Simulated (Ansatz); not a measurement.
Reaction (hydrogenolysis of the Si–C bond): `C[SiH](C)CCl` + H₂ → `C[SiH2]C` + `CCl`

Computed with Ansatz on PBE0-D4/def2-TZVP structures; ΔE is electronic, products minus reactants. CCSD(T)/CBS is the MP2 limit (def2-TZVPP, def2-QZVPP) plus CCSD(T) − MP2 in def2-TZVPP, frozen cores. This one scheme is used for every species. DFT in def2-TZVPP. B3LYP here is the variant with VWN-RPA as its local correlation; programs differ in this. Each species was taken in one conformer, which may not be the lowest.

```json
{"level": "PBE0-D4", "ΔE (kJ/mol)": "-21.4", "difference from CCSD(T)/CBS": "-2.0"}
{"level": "ωB97X-V", "ΔE (kJ/mol)": "-23.1", "difference from CCSD(T)/CBS": "-3.7"}
{"level": "B2PLYP", "ΔE (kJ/mol)": "-29.7", "difference from CCSD(T)/CBS": "-10.3"}
{"level": "PBE", "ΔE (kJ/mol)": "-27.4", "difference from CCSD(T)/CBS": "-8.0"}
{"level": "B3LYP", "ΔE (kJ/mol)": "-37.5", "difference from CCSD(T)/CBS": "-18.1"}
{"level": "MP2/def2-TZVPP", "ΔE (kJ/mol)": "-15.8", "difference from CCSD(T)/CBS": "3.6"}
{"level": "CCSD/def2-TZVPP", "ΔE (kJ/mol)": "-28.1", "difference from CCSD(T)/CBS": "-8.7"}
{"level": "MP2/def2-QZVPP", "ΔE (kJ/mol)": "-14.2", "difference from CCSD(T)/CBS": "5.2"}
{"level": "SCS-MP2/def2-QZVPP", "ΔE (kJ/mol)": "-22.6", "difference from CCSD(T)/CBS": "-3.2"}
{"level": "MP2/CBS(def2)", "ΔE (kJ/mol)": "-12.8", "difference from CCSD(T)/CBS": "6.6"}
{"level": "CCSD(T)/CBS", "ΔE (kJ/mol)": "-19.4", "difference from CCSD(T)/CBS": "0"}
```

Largest T1 diagnostic among the species: 0.009.

The D4 term adds +15.9 kJ/mol with B3LYP and +9.0 kJ/mol with PBE0; it sums over pairs of atoms, weighted by their polarisabilities, and B3LYP, whose exchange is more repulsive, gets the larger term. In def2-TZVPP, CCSD(T) changes the Hartree–Fock value by +30.0 kJ/mol (the triples alone add +5.8 kJ/mol) and MP2 by +36.6 kJ/mol.
